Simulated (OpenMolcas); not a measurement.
# Mo4+: moving or changing the point charges

Mo4+ among 4 point charges of -2.5 e arranged as a tetrahedron (Td), 1.84 Å from the ion.

| Quantity | Value |
| --- | --- |
| Program | OpenMolcas |
| Method | SS-CASPT2, IPEA 0.25 Eh, imaginary shift 0.1 Eh (closed shells correlated: 4s 4p) |
| Basis | ANO-RCC-VDZP [6s5p3d1f] |
| Scalar Hamiltonian | DKH2, point nucleus |
| Active space | 2 electrons in 5 orbitals (4d) |
| State averaging | 2S+1 = 3 even, 10 roots; 2S+1 = 1 even, 15 roots |
| Spin-orbit coupling | state interaction with AMFI integrals over the reference wave functions |

Runs around this geometry, states (labels of Td). Energies in cm-1 above the lowest state or level, χT in cm3 K/mol.

```
R (Å)  q (e)  Ground state  First state of that spin  First gap with spin-orbit (degeneracies)  χT at 300 K  First state of another spin
 1.84  -1.25           3A2                  3T2 3630                               3350 (3, 2)        0.379                     1E 10460
 1.84   -2.5           3A2                  3T2 5360                               5070 (3, 2)        0.559                     1E 10260
 2.05   -2.5           3A2                  3T2 3810                               3560 (3, 2)        0.405                     1E 10310
```

Taking the first state of the same spin as R^-n, n = -ln(3810 / 5360) / ln(2.05 / 1.84) = 3.2 between the shortest and longest distance.

Scaling the charges by -1.25 / -2.5 = 0.50 scales the first state of the same spin by 3630 / 5360 = 0.68; with fixed orbitals a first-order splitting would follow the charge.

Roots that are degenerate in the reference are averaged as groups; the widest CASPT2 spread within a group is 470 cm-1 (the 3-fold group of multiplicity 1 near 18700 cm-1 above the lowest state of its run, R = 2.05, q = -2.5). Shifts and gaps below about the spread of the groups concerned are not significant. Free-ion shares, where given, are those of the reference states; single-state CASPT2 does not remix them. This is an electrostatic model: the charges have no orbitals. No measured value stands beside these numbers.
